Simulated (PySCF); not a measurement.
Identify the compound

The spectra below were simulated for a compound C6H9NOSi.

1H NMR (400 MHz, computed): δ 6.92 (br s, 1H), 6.22 (br s, 1H), 5.13 (br s, 1H), 5.06 (s, 2H), 3.02 (s, 1H), 2.09 (s, 3H).

13C{1H} NMR (computed): δ 178.8 (C), 151.6 (CH2), 132.4 (C), 90.6 (CH), 90.0 (C), 24.0 (CH3).

- GFN2-xTB structure
- σ from GIAO-PBE0/pcSseg-1
- code: PySCF
- averaged over atoms made equivalent by symmetry, fast rotation or ring inversion, a single conformation, non-relativistic, in vacuum

δ = σ(ref) − σ, references computed at the same level: 1H, 13C vs TMS.

Q: What is the structure?

A: 
- Rings plus π bonds: 4 (no ring in the answer).
- 6 carbon signals for 6 carbons: no two carbons are equivalent.
- Carbon types of the structure: 3 × C, 1 × CH, 1 × CH2, 1 × CH3, leaving 3 H on heteroatoms.
- δC 178.8: amide carbonyl carbon; lone-pair donation from the attached heteroatom keeps it upfield of a ketone carbonyl.
- δC 151.6: terminal =CH2 carbon; an sp2 carbon of a C=C bond.
- δC 132.4: fully substituted alkene carbon; as expected for a trigonal carbon in a double bond.
- δC 90.6: terminal alkyne carbon; sp carbons lie upfield of alkene carbons because the cylindrical π system leaves one tensor component strongly shielded.
- δC 90.0: alkyne carbon; sp carbons lie upfield of alkene carbons because the cylindrical π system leaves one tensor component strongly shielded.
- δC 24.0: methyl carbon α to a carbonyl; the adjacent C=O deshields it moderately.
- δH 5.13: hydrogen on an amide-type nitrogen; exchangeable, gas-phase position.

Structure: SMILES C=C(C#C)[SiH2]NC(C)=O.

This is the structure that produced the data.

OH/NH shifts are gas-phase values; hydrogen bonding in solution moves them, usually downfield. Shifts are as computed. Against solution values, carbons near 30 ppm lie about +3 ppm off and those near 130 ppm about +5 ppm. Of 1309 compounds with measured shifts, 239 miss one by over three times the rms of a fit or turn the order of signals round; such compounds aren't used in these exercises. Hydrogen bonding in solution deshields acid and N–H amide carbonyl carbons by as much as 10 ppm beyond these values. Multiplicities follow the n + 1 count of equivalent neighbours, as no J values were calculated; m marks all less simple cases, F and P coupling included.
